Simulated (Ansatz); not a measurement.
Isolated molecules relaxed with PBE0-D4/def2-TZVP in Ansatz; ΔE leaves out vibrations. CCSD(T)/CBS is the MP2 limit (def2-TZVPP, def2-QZVPP) plus CCSD(T) − MP2 in def2-TZVPP, frozen cores. One conformer a species, not always the lowest.

Consider the isomerisation: `CC(F)(F)OCF` → `FCOC(F)CF`.

`CC(F)(F)OCF`:

```xyz
12

C     1.168   -0.949    1.006
C    -0.073   -0.420    0.358
F    -0.633   -1.349   -0.456
F    -1.029   -0.154    1.295
O     0.207    0.723   -0.341
C    -0.823    1.257   -1.111
F    -0.743    0.790   -2.390
H     0.919   -1.844    1.573
H     1.579   -0.193    1.673
H     1.899   -1.192    0.236
H    -0.668    2.336   -1.134
H    -1.804    0.994   -0.709
```

`FCOC(F)CF`:

```xyz
12

F     1.626   -1.824    0.472
C     0.257   -1.763    0.572
O    -0.240   -0.776   -0.257
C    -0.036    0.518    0.189
F    -0.887    0.786    1.236
C    -0.348    1.435   -0.965
F    -0.087    2.732   -0.603
H     0.012   -1.574    1.621
H    -0.156   -2.709    0.221
H     0.982    0.668    0.565
H     0.279    1.167   -1.819
H    -1.404    1.340   -1.232
```

| species | CCSD/CBS(def2) energy (Eh) |
| --- | --- |
| `CC(F)(F)OCF` | -491.66801 |
| `FCOC(F)CF` | -491.64289 |

Q: Work out ΔE.

A: ΔE = (-491.64289) − (-491.66801) = 0.02512 Eh = +66.0 kJ/mol. CCSD(T)/CBS gives +67.2 kJ/mol.

Largest T1 diagnostic among the species: 0.012.

From BLYP to BHLYP (50 % exact exchange), in def2-TZVPP and without D4, ΔE moves by +6.8 kJ/mol. In def2-TZVPP, CCSD(T) changes the Hartree–Fock value by +3.1 kJ/mol (the triples alone add +1.3 kJ/mol) and MP2 by +5.5 kJ/mol. Leaving LDA and LC-ωPBE aside and taking each functional with its dispersion term where it has one, the values, not all of them listed here, spread over 14.5 kJ/mol, from BLYP-D4 to r2SCAN0-D4. LDA lies +11.9 kJ/mol from PBE without D4.
